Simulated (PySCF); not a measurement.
**How methods differ on the ionisation energy of Er⁵⁰⁺**

Er⁵⁰⁺ [Ar] (1S) → Er⁵¹⁺ [Ne] 3s2 3p5 (2P), as a difference of total energies. Computed with PySCF 2.14 in an even-tempered Gaussian basis (16 s from 12 bohr⁻², ratio 2.5; 10 p from 15 bohr⁻², ratio 2.5; 4 d from 64 bohr⁻², ratio 2.7; 4 f from 97 bohr⁻², ratio 2.7), with the non-relativistic Hamiltonian (point nucleus). Correlated levels: outer shells: 1s2 frozen; virtual orbitals above 40 to 60 times the deepest correlated orbital energy dropped. The calculations carry no spin-orbit coupling.

| method | ionisation energy (eV) |
| --- | --- |
| UHF | 4584.8 |
| MP2 (outer shells) | 4585.7 |
| SCS-MP2 (outer shells) | 4585.6 |
| CCSD (outer shells) | 4585.6 |
| CCSD(T) (outer shells) | 4585.6 |

A first-order spin-orbit estimate (lowest level to lowest level, LS coupling) adds -53.290 eV.

The gap to the reference is mostly relativistic.

For comparison: 4639 ± 4 eV (theoretical estimate listed by NIST; NIST Atomic Spectra Database, ionization energies).
